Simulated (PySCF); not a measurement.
Isomers of C5H10SSi side by side.

PySCF, CAM-B3LYP/def2-SVPD, density fitting, gas phase; each molecule at its own PBE0-D3(BJ)/def2-SVP geometry, one conformer. Singlet excitations by full TDDFT with frozen cores, triplets by Tamm–Dancoff TDDFT and ionisation energies by ΔSCF, from the lowest of the holes tried. 

Torsions of the conformers computed, which needn't be the lowest (atom-mapped SMILES):
- `[CH3:1][SiH2:2][S:3][C@:4]12[CH2:5][C@H:6]1[CH2:7]2`: C1–Si2–S3–C4 -61°, Si2–S3–C4–C5 -95°
- `[SiH3:1][S:2][C@:3]12[CH2:4][C@H:5]([CH2:6]1)[CH2:7]2`: Si1–S2–C3–C4 -179°
- `[CH3:1]/[CH:2]=[CH:3]/[CH:4]=[CH:5]/[S:6][SiH3:7]`: C2–C3–C4–C5 179°, C4–C5–S6–Si7 -2°
- `[CH3:1][C@@H:2]1[CH:3]=[C:4]([S:5][SiH3:6])[CH2:7]1`: C3–C4–S5–Si6 -3°
- `[CH3:1]/[CH:2]=[CH:3]/[CH:4]=[CH:5]\[S:6][SiH3:7]`: C2–C3–C4–C5 180°, C4–C5–S6–Si7 180°
- `[CH3:1]/[CH:2]=[CH:3]\[CH:4]=[CH:5]/[S:6][SiH3:7]`: C2–C3–C4–C5 180°, C4–C5–S6–Si7 180°

Reference: `C[SiH2]S[C@]12C[C@H]1C2`, with HOMO energy -8.15 eV, LUMO energy 1.17 eV, lowest singlet excitation 5.91 eV, lowest triplet excitation 5.50 eV, mean polarisability 103.7 au, dipole moment 1.33 D and vertical ionisation energy 8.82 eV.

Changes against it:

```json
{"molecule": "C[C@@H]1C=C(S[SiH3])C1", "Δ electronic energy (kcal/mol)": "-8.7", "Δ HOMO energy (eV)": "+0.52", "Δ LUMO energy (eV)": "-0.34", "Δ lowest singlet excitation (eV)": "-0.52", "Δ lowest triplet excitation (eV)": "-1.61", "Δ mean polarisability (au)": "+4.5", "Δ dipole moment (D)": "-0.18", "Δ vertical ionisation energy (eV)": "-0.57"}
{"molecule": "C/C=C/C=C\\S[SiH3]", "Δ electronic energy (kcal/mol)": "-16.8", "Δ HOMO energy (eV)": "+1.00", "Δ LUMO energy (eV)": "-1.01", "Δ lowest singlet excitation (eV)": "-1.04", "Δ lowest triplet excitation (eV)": "-2.66", "Δ mean polarisability (au)": "+21.7", "Δ dipole moment (D)": "-0.45", "Δ vertical ionisation energy (eV)": "-1.09"}
{"molecule": "C/C=C\\C=C/S[SiH3]", "Δ electronic energy (kcal/mol)": "-15.5", "Δ HOMO energy (eV)": "+0.97", "Δ LUMO energy (eV)": "-1.08", "Δ lowest singlet excitation (eV)": "-1.07", "Δ lowest triplet excitation (eV)": "-2.69", "Δ mean polarisability (au)": "+21.3", "Δ dipole moment (D)": "-0.16", "Δ vertical ionisation energy (eV)": "-1.06"}
```

Rows whose labels were lost:

| row | Δ electronic energy (kcal/mol) | Δ HOMO energy (eV) | Δ LUMO energy (eV) | Δ lowest singlet excitation (eV) | Δ lowest triplet excitation (eV) | Δ mean polarisability (au) | Δ dipole moment (D) | Δ vertical ionisation energy (eV) |
| --- | --- | --- | --- | --- | --- | --- | --- | --- |
| P | -16.7 | +1.01 | -0.94 | -0.94 | -2.61 | +20.1 | +0.19 | -1.10 |
| Q | +9.6 | -0.02 | -0.21 | -0.20 | -0.15 | -0.6 | +0.40 | +0.03 |

Task: Which row belongs to which of `[SiH3]SC12CC(C1)C2` and `C/C=C/C=C/S[SiH3]`?

Result: P = `C/C=C/C=C/S[SiH3]` and Q = `[SiH3]SC12CC(C1)C2`. P and Q are told apart most clearly by the electronic energy (-16.7 against +9.6 kcal/mol); P lies nearest to the labelled row of `C/C=C\C=C/S[SiH3]`.
